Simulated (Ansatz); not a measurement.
Ansatz (a first-principles code) input:
A basis named .json is the Basis Set Exchange file of that set.

Ansatz 0.2 input:
```yaml
crystal:
  periodic: [false, false, false]
  atoms:
    - {symbol: B, position_ang: [0.11087453, -0.49285834, 0.11110979]}
    - {symbol: Cl, position_ang: [-0.21186230, 1.22791613, -0.25597167]}
    - {symbol: O, position_ang: [1.37103021, -0.66070397, 0.54486429]}
    - {symbol: O, position_ang: [-0.78429365, -1.48959255, -0.02674186]}
    - {symbol: H, position_ang: [-1.64660601, -1.20791033, -0.34900998]}
basis:
  gaussian:
    orbitals: aug-cc-pV_D+d_Z.json
magnetization: {spin_polarized: true, initial_magnetization: 1}
correlation: {method: ccsd_t, electrons: outside_noble_gas}
output: {forces: true}
```

### Question
Predict the final energy.

### Answer
-635.25590 Eh (CCSD(T)/aug-cc-pV(D+d)Z). The basis has 110 functions.

It need not be the lowest isomer of its formula.
